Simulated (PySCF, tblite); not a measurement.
Parent: `[CH2:1]=[C:2]1[CH2:3][C@@H:4]([CH2:5][Cl:6])[C@H:7]1[F:8]` with C3–C4–C5–Cl6 -71°, C1–C2–C3–C4 166°, C2–C3–C4–C5 -105°, C3–C4–C7–F8 -128°, C1–C2–C7–C4 -167°, C6H8ClF.

The geometries are computed with GFN2-xTB (gas phase). One conformer each, not checked by frequencies here.

| coordinate of the parent | value |
| --- | --- |
| C1=C2 | 1.316 Å |
| C2–C3 | 1.507 Å |
| C3–C4 | 1.545 Å |
| C4–C5 | 1.515 Å |
| C5–Cl6 | 1.783 Å |
| C4–C7 | 1.548 Å |
| C7–F8 | 1.375 Å |
| C2–C7 | 1.508 Å |
| C1–C2–C3 | 135.0° |
| C1–C2–C7 | 133.0° |
| C3–C2–C7 | 91.8° |
| C2–C3–C4 | 89.0° |
| C3–C4–C5 | 114.0° |
| C3–C4–C7 | 88.9° |
| C5–C4–C7 | 112.5° |
| C4–C5–Cl6 | 110.1° |
| C4–C7–F8 | 115.8° |
| C2–C7–C4 | 88.8° |
| C2–C7–F8 | 116.4° |

Task: How does the shared frame change in `[CH2:1]=[C:2]1[CH2:3][C@@H:4]([CH2:5][Cl:6])[C@@H:7]1[Cl:8]` with C3–C4–C5–Cl6 -69°, C1–C2–C3–C4 -168°, C2–C3–C4–C5 -126°, C3–C4–C7–Cl8 127°, C1–C2–C7–C4 168°, C6H8Cl2? Atoms pair as C1 = C1, C2 = C2, C3 = C3, C4 = C4, C5 = C5, Cl6 = Cl6, C7 = C7 (parent first).

Result: 
| parent | relative | value in the relative | change |
| --- | --- | --- | --- |
| C1=C2 | C1=C2 | 1.316 Å | 0.000 |
| C2–C3 | C2–C3 | 1.506 Å | -0.001 |
| C3–C4 | C3–C4 | 1.544 Å | -0.001 |
| C4–C5 | C4–C5 | 1.513 Å | -0.002 |
| C5–Cl6 | C5–Cl6 | 1.786 Å | +0.003 |
| C4–C7 | C4–C7 | 1.543 Å | -0.005 |
| C2–C7 | C2–C7 | 1.504 Å | -0.004 |
| C1–C2–C3 | C1–C2–C3 | 134.7° | -0.3 |
| C1–C2–C7 | C1–C2–C7 | 133.2° | +0.2 |
| C3–C2–C7 | C3–C2–C7 | 92.0° | +0.2 |
| C2–C3–C4 | C2–C3–C4 | 88.8° | -0.2 |
| C3–C4–C5 | C3–C4–C5 | 117.0° | +3.0 |
| C3–C4–C7 | C3–C4–C7 | 89.1° | +0.2 |
| C5–C4–C7 | C5–C4–C7 | 115.5° | +3.0 |
| C4–C5–Cl6 | C4–C5–Cl6 | 109.9° | -0.2 |
| C2–C7–C4 | C2–C7–C4 | 88.9° | +0.1 |

Of the parent's bonds, C4–C7 and C2–C7 change most and about equally (-0.005 to -0.004 Å). Bonds of the relative outside the shared frame: C7–Cl8 1.779 Å. Point group C1 → C1.

Task: How does the shared frame change in `[CH2:1]=[C:2]1[CH2:3][C:4]([CH2:5][Cl:6])=[C:7]1[F:8]` with C3–C4–C5–Cl6 -68°, C6H6ClF? Atoms pair as C1 = C1, C2 = C2, C3 = C3, C4 = C4, C5 = C5, Cl6 = Cl6, C7 = C7, F8 = F8 (parent first).

Result: 
```csv
parent,relative,value in the relative,change
C1=C2,C1=C2,1.320 Å,+0.004
C2–C3,C2–C3,1.528 Å,+0.021
C3–C4,C3–C4,1.523 Å,-0.022
C4–C5,C4–C5,1.470 Å,-0.045
C5–Cl6,C5–Cl6,1.808 Å,+0.025
C4–C7,C4=C7,1.343 Å,-0.205
C7–F8,C7–F8,1.335 Å,-0.040
C2–C7,C2–C7,1.456 Å,-0.052
C1–C2–C3,C1–C2–C3,135.6°,+0.6
C1–C2–C7,C1–C2–C7,136.8°,+3.8
C3–C2–C7,C3–C2–C7,87.6°,-4.2
C2–C3–C4,C2–C3–C4,85.3°,-3.7
C3–C4–C5,C3–C4–C5,131.7°,+17.7
C3–C4–C7,C3–C4–C7,92.0°,+3.1
C5–C4–C7,C5–C4–C7,136.3°,+23.8
C4–C5–Cl6,C4–C5–Cl6,109.7°,-0.4
C4–C7–F8,C4–C7–F8,133.3°,+17.5
C2–C7–C4,C2–C7–C4,95.1°,+6.3
C2–C7–F8,C2–C7–F8,131.6°,+15.2
```

Of the parent's bonds, C4–C7 changes most (-0.205 Å). Point group C1 → C1.

Task: How does the shared frame change in `[CH2:1]=[C:2]1[CH2:3][C@@H:4]([SiH2:5][Cl:6])[C@H:7]1[F:8]` with C3–C4–Si5–Cl6 -74°, C1–C2–C3–C4 165°, C2–C3–C4–Si5 -104°, C3–C4–C7–F8 -128°, C1–C2–C7–C4 -165°, C5H8ClFSi? Atoms pair as C1 = C1, C2 = C2, C3 = C3, C4 = C4, C7 = C7, F8 = F8 (parent first).

Result: 
| parent | relative | value in the relative | change |
| --- | --- | --- | --- |
| C1=C2 | C1=C2 | 1.316 Å | 0.000 |
| C2–C3 | C2–C3 | 1.505 Å | -0.002 |
| C3–C4 | C3–C4 | 1.548 Å | +0.003 |
| C4–C7 | C4–C7 | 1.536 Å | -0.012 |
| C7–F8 | C7–F8 | 1.381 Å | +0.006 |
| C2–C7 | C2–C7 | 1.505 Å | -0.003 |
| C1–C2–C3 | C1–C2–C3 | 135.0° | 0.0 |
| C1–C2–C7 | C1–C2–C7 | 133.0° | 0.0 |
| C3–C2–C7 | C3–C2–C7 | 91.8° | 0.0 |
| C2–C3–C4 | C2–C3–C4 | 88.5° | -0.5 |
| C3–C4–C7 | C3–C4–C7 | 89.0° | +0.1 |
| C4–C7–F8 | C4–C7–F8 | 115.4° | -0.4 |
| C2–C7–C4 | C2–C7–C4 | 89.0° | +0.2 |
| C2–C7–F8 | C2–C7–F8 | 115.9° | -0.5 |

Of the parent's bonds, C4–C7 changes most (-0.012 Å). Bonds of the relative outside the shared frame: C4–Si5 1.904, Si5–Cl6 2.020 Å. Point group C1 → C1.

Task: How does the shared frame change in `[CH2:1]=[C:2]1[CH2:3][C@@H:4]([CH2:5][F:6])[C@@H:7]1[F:8]` with C3–C4–C5–F6 50°, C1–C2–C3–C4 -165°, C2–C3–C4–C5 -130°, C3–C4–C7–F8 129°, C1–C2–C7–C4 165°, C6H8F2? Atoms pair as C1 = C1, C2 = C2, C3 = C3, C4 = C4, C5 = C5, C7 = C7, F8 = F8 (parent first).

Result: 
```tsv
parent	relative	value in the relative	change
C1=C2	C1=C2	1.315 Å	-0.001
C2–C3	C2–C3	1.507 Å	0.000
C3–C4	C3–C4	1.545 Å	0.000
C4–C5	C4–C5	1.517 Å	+0.002
C4–C7	C4–C7	1.542 Å	-0.006
C7–F8	C7–F8	1.375 Å	0.000
C2–C7	C2–C7	1.508 Å	0.000
C1–C2–C3	C1–C2–C3	134.9°	-0.1
C1–C2–C7	C1–C2–C7	133.2°	+0.2
C3–C2–C7	C3–C2–C7	91.7°	-0.1
C2–C3–C4	C2–C3–C4	88.7°	-0.3
C3–C4–C5	C3–C4–C5	117.3°	+3.3
C3–C4–C7	C3–C4–C7	89.0°	+0.1
C5–C4–C7	C5–C4–C7	116.8°	+4.3
C4–C7–F8	C4–C7–F8	115.4°	-0.4
C2–C7–C4	C2–C7–C4	88.7°	-0.1
C2–C7–F8	C2–C7–F8	116.5°	+0.1
```

Of the parent's bonds, C4–C7 changes most (-0.006 Å). Bonds of the relative outside the shared frame: C5–F6 1.375 Å. Point group C1 → C1.
